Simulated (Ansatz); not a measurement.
(LiH)4 cube (Li₄H₄), relaxed as a singlet with RKS PBE-D4/def2-TZVP in Ansatz, starting from the GFN2-xTB geometry. Force threshold 0.02 eV/Å.

Start:

```
atom   x (Å)   y (Å)   z (Å)
 Li1   0.642   0.324   1.296
 Li2  -0.919   1.096  -0.387
 Li3  -0.767  -1.263   0.126
 Li4   1.042  -0.161  -1.043
  H5   0.860   1.435  -0.145
  H6  -1.173   0.177   1.183
  H7   1.041  -1.242   0.434
  H8  -0.725  -0.366  -1.463
```

```
step  energy (eV)  largest force component (eV/Å)  SCF passes
   1    -882.1282                           0.301          19
   2    -882.1387                           0.214          22
   3    -882.1648                           0.020          24
   4    -882.1650                           0.001          15
```

Force components are those of the run's own axes.

End:

```xyz
8

Li    0.661    0.333    1.333
Li   -0.947    1.129   -0.394
Li   -0.786   -1.300    0.133
Li    1.072   -0.162   -1.073
H     0.847    1.401   -0.144
H    -1.155    0.174    1.156
H     1.021   -1.216    0.424
H    -0.712   -0.359   -1.437
```

By distances, no bond broke or formed. The bond that changes most is Li4–H5, from 1.84 to 1.83 Å (atoms count from 1).

No frequencies were taken in this run, so the end may be a saddle point.

Run time 4.6 s (2 threads of Arm Neoverse V1 on a shared host).
